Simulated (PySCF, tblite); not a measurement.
C2H10O2SSi2.
Atom-mapped SMILES: `[OH:1][CH2:2][CH2:3][O:4][SiH2:5][S:6][SiH3:7]` (hydrogens: H8 on O1; H9, H10 on C2; H11, H12 on C3; H13, H14 on Si5; H15, H16, H17 on Si7)

Structure used (GFN2-xTB), in Å, numbered top down from 1:
```xyz
17
C2H10O2SSi2 angstrom
O     -2.352   -0.613    0.710
C     -2.129    0.672    0.184
C     -1.059    0.520   -0.887
O      0.138    0.071   -0.344
Si     0.275   -1.059    0.815
S      2.398   -1.334    0.839
Si     3.127    0.156   -0.518
H     -2.873   -0.558    1.517
H     -1.763    1.355    0.960
H     -3.046    1.082   -0.258
H     -0.870    1.481   -1.374
H     -1.410   -0.204   -1.631
H     -0.313   -2.345    0.484
H     -0.066   -0.560    2.144
H      2.624   -0.093   -1.863
H      4.566   -0.041   -0.442
H      2.744    1.483   -0.047
```

Method: CAM-B3LYP/def2-SVPD in PySCF (dipole) on a GFN2-xTB geometry, gas phase.

Take the most abundant isotopes and a rigid rotor. The values belong to one conformer with, in the numbering `[OH:1][CH2:2][CH2:3][O:4][SiH2:5][S:6][SiH3:7]`, H–O1–C2–C3 168°, O1–C2–C3–O4 -63°, C2–C3–O4–Si5 40°, C3–O4–Si5–S6 172°, O4–Si5–S6–Si7 5°.

Question: Give the principal moments of inertia and the rotational constants in MHz.

Answer: Ia = 164.41, Ib = 635.45, Ic = 770.03 u·Å²; 505379 MHz·u·Å²/I gives A = 3074, B = 795.3, C = 656.3 MHz.

Question: What kind of rotor is it?

Answer: An asymmetric top: κ = (2 × 795.3 − 3074 − 656.3)/(3074 − 656.3) = -0.89.

Question: What does the inertial defect say?

Answer: Not planar: Δ = Ic − Ia − Ib = -29.83 u·Å². For a rigid frame Δ = −2 Σ m c², so Σ m c² = 14.91 u·Å² lies off the ab plane: 10.57 from hydrogen and 4.34 from heavier atoms. The atom farthest from that plane is 1.50 Å away.

Question: Give the other two planar moments, Paa and Pbb, and the rms extents of the mass along the axes.

Answer: Paa = Σ m a² = (Ib + Ic − Ia)/2 = 620.54 and Pbb = Σ m b² = (Ia + Ic − Ib)/2 = 149.50 u·Å². With the mass M = 153.99 u, the rms extents √(P/M) along a, b and c are 2.01, 0.99, 0.31 Å.

Question: List the rotational levels J(Ka,Kc) to J = 2 (K).

Answer: Above 0(0,0), as E/k:
J = 1: 1(0,1) 0.070, 1(1,1) 0.179, 1(1,0) 0.186
J = 2: 2(0,2) 0.209, 2(1,2) 0.312, 2(1,1) 0.332, 2(2,1) 0.660, 2(2,0) 0.660
Those of J = 1 are B + C, A + C and A + B.

Question: Which types of transition are allowed, and where do some lines up to J = 5 fall?

Answer: The dipole components are |μa| = 4.51 D, |μb| = 1.62 D, |μc| = 1.11 D. Intensities carry the squares of the components, which stand as 1.00 : 0.13 : 0.06 (a : b : c). Some lines, for components of 0.1 D or more:

| type | branch | J(Ka,Kc) | MHz | lower level (cm⁻¹) |
| --- | --- | --- | --- | --- |
| c | Q | 4(1,4) ← 4(0,4) | 1729 | 0.481 |
| c | Q | 3(1,3) ← 3(0,3) | 1958 | 0.289 |
| b | Q | 5(1,4) ← 5(0,5) | 3557 | 0.719 |
| a | R | 4(2,3) ← 3(2,2) | 5802 | 0.604 |
| c | Q | 4(2,3) ← 4(1,3) | 6361 | 0.585 |
| b | Q | 3(2,1) ← 3(1,2) | 6662 | 0.383 |
| b | Q | 2(2,0) ← 2(1,1) | 6842 | 0.231 |
| c | R | 3(1,2) ← 2(0,2) | 7122 | 0.145 |
| a | R | 5(2,3) ← 4(2,2) | 7364 | 0.800 |
| b | Q | 5(2,4) ← 5(1,5) | 8109 | 0.768 |
| c | R | 2(2,0) ← 1(1,0) | 9884 | 0.129 |
| b | Q | 3(3,0) ← 3(2,1) | 11714 | 0.605 |
| c | R | 3(3,0) ← 2(2,0) | 16093 | 0.459 |
| b | Q | 5(4,1) ← 5(3,2) | 16415 | 1.433 |
| b | Q | 5(4,2) ← 5(3,3) | 16420 | 1.432 |
| b | Q | 4(4,0) ← 4(3,1) | 16425 | 1.190 |
| b | Q | 4(4,1) ← 4(3,2) | 16426 | 1.190 |
| b | R | 5(3,2) ← 4(2,3) | 19043 | 0.797 |
| b | Q | 5(5,0) ← 5(4,1) | 21120 | 1.980 |
| c | R | 4(4,0) ← 3(3,0) | 22244 | 0.996 |

Question: Estimate the classical rotational partition function at 10 K, 25 K and 50 K.

Answer: Point group C1, symmetry number σ = 1; q = (√π/σ)·√((kT/h)³/(ABC)), k/h = 20836.6 MHz/K: 4210 at 10 K, 16600 at 25 K, 47100 at 50 K.

Its GFN2-xTB frequencies are all real (lowest 20 cm⁻¹). Zero-point vibration and centrifugal distortion are left out. A rigid rotor knows nothing of internal rotation, which can split or shift real lines.
